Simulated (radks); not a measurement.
Results of a calculation; reference values are marked as such.
Ionisation of In2+, [Kr] 4d10 5s1, to In3+, [Kr] 4d10, under several functionals. Dirac Kohn-Sham, spin-unpolarised, spherical densities, finite nucleus; a radial shooting solver on a logarithmic mesh with Libxc functionals.

functional                                      E(In2+) (hartree)  Exc (hartree)  IE (eV)  -e(HOMO) (eV)  <r> HOMO (bohr)  IE error (eV)
SOGGA                                                 -5879.13189     -156.40334   28.135         23.528            2.334         +0.090
XLYP                                                  -5883.31307     -160.62473   28.606         23.852            2.351         +0.562
LDA (Slater exchange, VWN5 correlation)               -5876.97307     -154.20652   28.736         24.119            2.322         +0.692
PW91                                                  -5883.04527     -160.36854   28.416         23.751            2.340         +0.372
AM05                                                  -5877.20568     -154.45258   28.225         23.649            2.329         +0.181
exchange-only PBE                                     -5879.63542     -156.90281   27.704         22.972            2.373         -0.340
OLYP                                                  -5884.52221     -161.96305   28.048         23.262            2.365         +0.004
LDA (Slater exchange, Perdew-Wang correlation)        -5876.95296     -154.18602   28.734         24.117            2.322         +0.690

NIST Atomic Spectra Database: 28.044 eV (measured). Closest: OLYP. The Delta-SCF values span 1.03 eV, the total energies 7.57 hartree. The highest occupied level is 5s1/2. Spin polarisation and multiplet splitting are left out, so open shells lie too high by an amount that depends on their filling.

Beside tabulated values, note that spin-unpolarised runs miss the spin-polarisation part of the exchange energy of open shells.
